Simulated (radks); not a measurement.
The numbers below are computed, except where a source is named.
Coherent X-ray form factor from a spherical all-electron density. Code: a radial shooting solver on a logarithmic mesh with Libxc functionals. Model: scalar-relativistic Kohn-Sham, PBE, spin-polarised, spherical densities, finite nucleus; Fermi nuclear charge, rms radius of each element as measured or else 0.836 A^(1/3) + 0.57 fm.

sin(theta)/lambda (1/angstrom)  f0 (electrons)
0.05                                    66.729
0.1                                     63.841
0.15                                    60.514
0.2                                     57.082
0.25                                    53.607
0.3                                     50.195
0.4                                     43.965
0.5                                     38.739
0.6                                     34.376
0.8                                     27.508
1                                       22.578
1.25                                    18.572
1.5                                     16.070
2                                       12.568

The species is in the configuration that NIST lists as its ground one. Which atom or ion scatters so?

Answer. Neutral erbium, [Xe] 4f12 6s2. Extrapolating in s^2 from the first two rows gives f0(0) = 67.7, near the electron count 68; among species with that count, the fall with angle is slower the higher Z, and the table is that of Z = 68; from so few rows the species is fixed only to a neighbour or two.
